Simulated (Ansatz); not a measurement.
A displaced shape of singlet CdCl2:

```yaml
atoms:
  - { symbol: Cl, position_ang: [-0.0083, 0.0490, -2.2711] }
  - { symbol: Cd, position_ang: [0.0376, 0.0157, 0.0290] }
  - { symbol: Cl, position_ang: [-0.0301, -0.0270, 2.3059] }
```

It was optimised with HF/def2-SVP (with the core potentials of the set past Kr) in Ansatz (development build ahead of 0.2.0) to forces under 0.001 eV/Å, with restricted orbitals. Each step stands on the lowest determinant of that kind that the program's search found.

What shape does it relax to, and how does the optimisation go?

```yaml
atoms:
  - { symbol: Cl, position_ang: [0.0107, 0.0509, -2.2885] }
  - { symbol: Cd, position_ang: [-0.0002, 0.0126, 0.0213] }
  - { symbol: Cl, position_ang: [-0.0114, -0.0258, 2.3311] }
```

Bond lengths: Cl1–Cd2 2.310 Å, Cd2–Cl3 2.310 Å. Angles: Cl1–Cd2–Cl3 180.0°.

```
step  E − E(start) (eV)  largest force (eV/Å)
   1             0.0000                0.5046
   2            -0.0097                0.0507
   3            -0.0103                0.0108
   4            -0.0103                0.0002
```

The optimisation ended after 4 steps with its threshold met.
